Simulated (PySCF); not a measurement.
## Working out the ionisation energy of Mn

Mn [Ar] 3d5 4s2 (6S) → Mn⁺ [Ar] 3d5 4s1 (7S). All numbers are calculated (PySCF 2.14, scalar relativity by spin-free X2C-1e, in x2c-TZVPPall with one added diffuse shell each of s, p, d, f type (7s6p5d3f1g, 80 functions)). Frozen: [Ne]. Energies in hartree (1 hartree = 27.21139 eV):

```json
{"part": "UHF", "Mn (lower)": "-1157.374501", "Mn⁺ (upper)": "-1157.153010"}
{"part": "CCSD correlation", "Mn (lower)": "-0.455152", "Mn⁺ (upper)": "-0.410607"}
{"part": "(T)", "Mn (lower)": "-0.012620", "Mn⁺ (upper)": "-0.008204"}
```

Problem. What does Hartree-Fock give?

Solution. (-1157.153010) − (-1157.374501) = 0.221491 hartree = 6.027 eV.

Problem. What do CCSD and CCSD(T) give?

Solution. The CCSD correlation energies differ by 0.044545 hartree = 1.212 eV and the triples by 0.004416 hartree = 0.120 eV, so CCSD gives 7.239 eV and CCSD(T) 7.359 eV.

Measured between the centres of the two terms (NIST): 7.434 eV, so CCSD(T) (valence and next inner shell) is off by -0.075 eV.

What remains against the reference includes basis incompleteness, the frozen core and higher excitations.
